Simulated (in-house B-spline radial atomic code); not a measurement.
Response and correlation of Tl+

Closed shell [Xe] 4f14 5d10 6s2. Computed with a B-spline radial code for spherical atoms: Dirac-Hartree-Fock, relativistic RPA (time-dependent Dirac-Hartree-Fock) for the response and second-order many-body perturbation theory for correlation, no-pair Dirac-Coulomb Hamiltonian, finite nucleus, speed of light scaled by 100 (non-relativistic limit).

Command:
```bash
python run_mb.py task.json out
```
Settings (nuclear radius in fm, box in bohr, cutoff in hartree):
```
basis_form          2
Z                   81
core_configuration  [Xe] 4f14 5d10 6s2
rms_radius          5.4759
mass_number         205
speed_of_light      13703.59991
box_radius          25.846
lmax                7
intervals           65
virtual_cutoff      164025.0
```

Time taken, with all properties: 41 s on 1 thread of Arm Neoverse N1 (shared host).

| multipole (bohr³, bohr⁵, bohr⁷) | uncoupled | coupled RPA |
| --- | --- | --- |
| dipole | 34.334 | 39.28 |
| quadrupole | 161.77 | ? |
| octupole | 2111.6 | 2859.5 |

(1) What is the coupled quadrupole polarisability?

(2) Which subshells carry the dipole polarisability?

(3) What does the dipole shielding factor come to?

Dipole polarisability at imaginary frequency:

```json
{"u (Eh)": "0", "α(iu) (bohr³)": "39.28"}
{"u (Eh)": "0.141", "α(iu) (bohr³)": "29.38"}
{"u (Eh)": "0.424", "α(iu) (bohr³)": "12.11"}
{"u (Eh)": "0.849", "α(iu) (bohr³)": "6.001"}
{"u (Eh)": "1.41", "α(iu) (bohr³)": "3.571"}
{"u (Eh)": "2.83", "α(iu) (bohr³)": "1.553"}
{"u (Eh)": "5.66", "α(iu) (bohr³)": "0.5715"}
{"u (Eh)": "14.1", "α(iu) (bohr³)": "0.1418"}
```

(4) What dispersion coefficients follow for two such ions (the dispersion part alone)?

Lowest J = 1 odd-parity excitations:

| energy (eV) | oscillator strength | leading channel | weight |
| --- | --- | --- | --- |
| 2.7544 | 5.35e-11 | 6s1/2 → p1/2 | 0.667 |
| 5.9673 | 1.61 | 6s1/2 → p3/2 | 0.652 |
| 10.791 | 4.21e-11 | 6s1/2 → p1/2 | 0.667 |
| 11.062 | 5.23e-05 | 6s1/2 → p3/2 | 0.664 |
| 12.984 | 8.28e-11 | 6s1/2 → p1/2 | 0.667 |
| 13.083 | 0.00319 | 6s1/2 → p3/2 | 0.666 |
| 14.316 | 3.37e-11 | 6s1/2 → p1/2 | 0.666 |
| 14.403 | 0.00633 | 6s1/2 → p3/2 | 0.666 |

For an outer ns² shell RPA puts the lowest triplet far too low, and second order misses the ns²-np² near-degeneracy.

Second-order correlation energy by the highest angular momentum of the excited pair (hartree): s -0.02376, p -0.2669, d -0.8081, f -1.814, g -1.433, h -0.5272, i -0.2443, k -0.1234.

(5) What is the second-order correlation energy at the partial-wave limit?

Answers

(1) 227.86 atomic units, +41 % against the uncoupled value.

(2) 6s1/2 100.3 %, 5p3/2 -0.1 %, 4f7/2 -0.1 %.

(3) The dipole shielding factor is 0.987, against the exact N/Z = 80/81 = 0.988 of the non-relativistic theorem.

(4) C6 = (3/π)∫α(iu)²du = 327.1 hartree·bohr⁶ and C8 = 11520 hartree·bohr⁸.

(5) The listed waves sum to -5.241 hartree; extrapolating the increments as (l + 1/2)⁻⁴ gives -5.4932 hartree, -1.87 eV per electron.
